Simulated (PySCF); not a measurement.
From a computed spectrum to the compound

A species of 3 atoms with charge 0 has these harmonic modes (PBE0, small Gaussian bases with core potentials, PySCF 2.14.0):

```csv
cm⁻¹,km/mol,symmetry
123,8.3,a'
454,57.8,a'
575,105.5,a'
```

(1) Which species is it, and in which structure?

Answers

(1) DySF (singlet in the valence; each metal's 4f electrons, 9 of them, lie in its core potential, out of spins and levels):
```xyz
3

Dy   -0.1482    0.0000   -0.2838
S     1.8255    0.0000    0.9493
F    -1.7932    0.0000    0.8513
```
Ideal gas at 298.15 K and 1 bar: S = 317.5 J/(mol K), Cp = 51.5 J/(mol K), H − H(0 K) = 12.9 kJ/mol (rigid rotor, harmonic modes, spin degeneracy alone, that of the 4f electrons in the core included). An lcecp potential fixes the number of 4f electrons, so in runs with it no electron can move into or out of that shell.
 Other answers can fit too; this one was computed.
